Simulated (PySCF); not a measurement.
## Se⁺ (selenium, charge +1) across methods

[Ar] 3d10 4s2 4p3, high-spin 4S determinant. Calculation: PySCF 2.14, in aug-cc-pVQZ-PP with ECP10MDF; scalar relativity through the core potential.

| method | E (hartree) | mean ε 4s α (eV) | mean ε 4s β (eV) | mean ε 4p α (eV) | Σ⟨r²⟩ (bohr²) | ⟨S²⟩ |
| --- | --- | --- | --- | --- | --- | --- |
| revPBE | -372.8374 | -27.765 | -24.820 | -16.341 | 30.35 | 3.751 |
| PBE | -372.7712 | -27.804 | -25.008 | -16.355 | 30.37 | 3.750 |
| r2SCAN | -372.6521 | -28.880 | -25.107 | -16.895 | 30.12 | 3.751 |
| LC-wPBE | -372.8216 | -33.703 | -29.285 | -20.665 | 30.22 | 3.751 |
| LDA | -372.2154 | -27.960 | -25.519 | -16.386 | 30.34 | 3.750 |
| PBE0 | -372.7439 | -30.233 | -26.169 | -17.807 | 30.28 | 3.750 |
| wB97X-V | -372.7389 | -32.975 | -28.954 | -20.048 | 30.35 | 3.750 |
| BLYP | -372.7405 | -27.536 | -25.234 | -16.018 | 30.41 | 3.750 |
| UHF | -371.55023 | -36.656 | -28.215 | -21.425 | 30.45 | 3.751 |

Energies and moments cover only the electrons outside the core potential.
